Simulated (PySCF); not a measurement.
Isomers of C4H8ClFSi2, mass 165.984 u with the commonest isotopes. Computed with CAM-B3LYP/def2-SVPD in PySCF (dipole) on a GFN2-xTB geometry, gas phase. One conformer each, none proved a minimum here; rigid rotors.

Question: Order these by radius of gyration √(Σ m r²/M), smallest first.
A. `[CH3:1][CH2:2][Si@@H:3]([Cl:4])[C:5]#[C:6][SiH2:7][F:8]` with C1–C2–Si3–Cl4 180°
B. `[CH3:1][C:2]#[C:3][Si@@:4]([F:5])([SiH3:6])[CH2:7][Cl:8]` with C3–Si4–C7–Cl8 -84°
C. `[F:1][C@@H:2]([Cl:3])[C@@H:4]1[CH:5]=[CH:6][SiH2:7][SiH2:8]1` with F1–C2–C4–C5 -57°, C2–C4–C5–C6 -109°, C5–C6–Si7–Si8 -6°, C6–Si7–Si8–C4 10°, C2–C4–Si8–Si7 108°

Answer: C (2.069 Å), B (2.452 Å), A (2.843 Å).

Question: Order these by rotational constant B, smallest first.
A. `[CH3:1][CH2:2][Si@@H:3]([Cl:4])[C:5]#[C:6][SiH2:7][F:8]` with C1–C2–Si3–Cl4 180°
B. `[CH3:1][C:2]#[C:3][Si@@:4]([F:5])([SiH3:6])[CH2:7][Cl:8]` with C3–Si4–C7–Cl8 -84°
C. `[F:1][C@@H:2]([Cl:3])[C@@H:4]1[CH:5]=[CH:6][SiH2:7][SiH2:8]1` with F1–C2–C4–C5 -57°, C2–C4–C5–C6 -109°, C5–C6–Si7–Si8 -6°, C6–Si7–Si8–C4 10°, C2–C4–Si8–Si7 108°

Answer: A (476.9 MHz), B (727.9 MHz), C (887.2 MHz).

Question: Order these by rotational constant C, largest first.
A. `[CH3:1][C:2]#[C:3][Si@@:4]([F:5])([SiH3:6])[CH2:7][Cl:8]` with C3–Si4–C7–Cl8 -84°
B. `[F:1][C@@H:2]([Cl:3])[C@@H:4]1[CH:5]=[CH:6][SiH2:7][SiH2:8]1` with F1–C2–C4–C5 -57°, C2–C4–C5–C6 -109°, C5–C6–Si7–Si8 -6°, C6–Si7–Si8–C4 10°, C2–C4–Si8–Si7 108°
C. `[CH3:1][CH2:2][Si@@H:3]([Cl:4])[C:5]#[C:6][SiH2:7][F:8]` with C1–C2–Si3–Cl4 180°

Answer: B (875.5 MHz), A (592.5 MHz), C (383.7 MHz).

```json
{"SMILES": "F[C@@H](Cl)[C@@H]1C=C[SiH2][SiH2]1", "point group": "C1", "Ia (u·Å²)": "274.01", "Ib (u·Å²)": "569.61", "Ic (u·Å²)": "577.24", "κ": "-0.98", "μa (D)": "1.13", "μb (D)": "0.22", "μc (D)": "1.32"}
{"SMILES": "CC#C[Si@@](F)([SiH3])CCl", "point group": "C1", "Ia (u·Å²)": "449.17", "Ib (u·Å²)": "694.25", "Ic (u·Å²)": "852.99", "κ": "-0.49", "μa (D)": "1.93", "μb (D)": "0.31", "μc (D)": "0.63"}
{"SMILES": "CC[Si@@H](Cl)C#C[SiH2]F", "point group": "C1", "Ia (u·Å²)": "306.80", "Ib (u·Å²)": "1059.64", "Ic (u·Å²)": "1317.16", "κ": "-0.85", "μa (D)": "0.48", "μb (D)": "0.31", "μc (D)": "0.00"}
```
